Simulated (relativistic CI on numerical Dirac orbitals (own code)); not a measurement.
**Cd26+: q coefficients and field-shift factors**

Method of calculation: Dirac-Coulomb-Breit CI, separate exchange-only KLI orbitals for each configuration, derivatives by finite differences, unscaled Slater integrals, QED left out (own radial code, finite nucleus).

CI space (outside the closed core [Ne] 3s2): 3p6.3d4, 3p5.3d5, 3p6.3d3.4p, 3p6.3d2.4s.4p, 3p6.3d2.4s2, 3p6.3d.4s2.4p. Double excitations out of closed p, d and f shells are left out; levels of such configurations are missing from the list, as are those of other unlisted configurations, and high levels can miss mixing partners.

With x = (α/α₀)² − 1 an excitation energy changes as ω = ω₀ + qx; K = 2q/ω₀ is the relative enhancement. Terms are leading LS components, so labels can repeat. The field-shift factor is F = δν/δ⟨r²⟩ for the transition from the lowest level.

Lowest level 3p6.3d4 5D_0.

| Level | ω₀ (cm⁻¹) | q (cm⁻¹) | K | F (GHz/fm²) |
| --- | --- | --- | --- | --- |
| 3p6.3d4 5D_1 | 30512 | 55280 | 3.62 | 0.367 |
| 3p6.3d4 5D_2 | 55039 | 84780 | 3.08 | 0.579 |
| 3p6.3d4 5D_3 | 72812 | 95820 | 2.63 | 0.674 |
| 3p6.3d4 5D_4 | 81504 | 80100 | 1.97 | 0.602 |
| 3p6.3d4 3P_0 | 120118 | 91500 | 1.52 | 0.728 |
| 3p6.3d4 3H_4 | 124845 | 88770 | 1.42 | 0.725 |
| 3p6.3d4 3G_3 | 150246 | 86810 | 1.16 | 0.756 |
| 3p6.3d4 3H_5 | 155087 | 104800 | 1.35 | 0.871 |
| 3p6.3d4 3F_2 | 155836 | 83410 | 1.07 | 0.746 |
| 3p6.3d4 3P_1 | 162817 | 113700 | 1.4 | 0.929 |
| 3p6.3d4 3H_6 | 166061 | 108100 | 1.3 | 0.913 |
| 3p6.3d4 3G_4 | 186462 | 119200 | 1.28 | 1.01 |
| 3p6.3d4 3P_2 | 196080 | 114500 | 1.17 | 0.994 |

At this charge energies of transitions that change n are usually good to better than 1 %, and those within a shell (Δn = 0) to a few per cent. Terms inside the open d or f shell come out 10 to 20 % too wide with unscaled integrals.
